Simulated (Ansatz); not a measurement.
# One elementary step

Start structure (CH$_{6}$GeN, doublet), relaxed at PBE0-D4/def2-TZVP:

```xyz
9
angstrom
C -1.6375 -0.7743 0.5746
N -0.3968 -0.9771 0.4899
Ge 1.2648 1.2259 -0.7238
H -2.0385 0.1741 0.2125
H -2.3566 -1.4874 0.9907
H -0.1340 -1.8919 0.8569
H 1.6730 2.5713 -1.3838
H 1.9692 1.0949 0.6386
H 1.6564 0.0647 -1.6555
```

The step: CH₃N ([CH2][NH]) + GeH₃ → CH₆GeN ([NH][CH2][GeH3]); bonds formed: C1–Ge3. Ansatz 0.2.0; basis: def2-TZVPP and def2-QZVPP; cores frozen in the correlated methods; orbitals are unrestricted. Filled d shells of the heavier atoms are correlated. The def2 sets are not built for correlating such inner shells, so the correlated values are less sure here. Extrapolation: Hartree–Fock as exp(−7.88 √X), correlation as X^−2.97. Energies below are by CCSD(T) at an estimated basis limit (MP2 extrapolated from triple and quadruple zeta, plus CCSD(T) − MP2 in triple zeta).

Question: What are the electronic barrier and the energy of the step, from the start structure to the end structure? (To be estimated.)

Answer: Computed: Barrier 0.195 eV; step energy -0.400 eV (downhill); reverse barrier, their difference, 0.595 eV. Barrier and step energy count from the start structure, the reverse barrier from the end structure.

The saddle point: One imaginary mode of 158i cm⁻¹.
| pair | start (Å) | saddle (Å) | end (Å) |
| --- | --- | --- | --- |
| C1–Ge3 | 3.76 | 2.76 | 2.00 |

Zero-point energy (harmonic, PBE0-D4): ZPE is 1.680 eV at the start and 1.681 eV at the saddle, so the barrier goes from 0.195 to 0.196 eV.

The T1 diagnostic stays at or below 0.028. ⟨S²⟩ of the unrestricted Hartree–Fock references: 0.76 to 0.93 (a pure state has 0.75). The unrestricted reference is spin-contaminated, which hurts MP2 most.

Radical steps of this kind take place in plasma deposition and etching.

Labels in which every atom is bracketed show which atoms are joined, not bond orders.

For scale, one of the runs: CCSD(T)/def2-TZVPP, 194 basis functions, launched by `ansatz run in.yaml --threads 8 --pin off --events-out ev --progress --plain --max-ram 19148MiB`. Time: 30 s of wall clock on 8 CPU threads of an Intel Xeon 6975P-C; the host was shared. Peak host memory: 6.4 GiB.
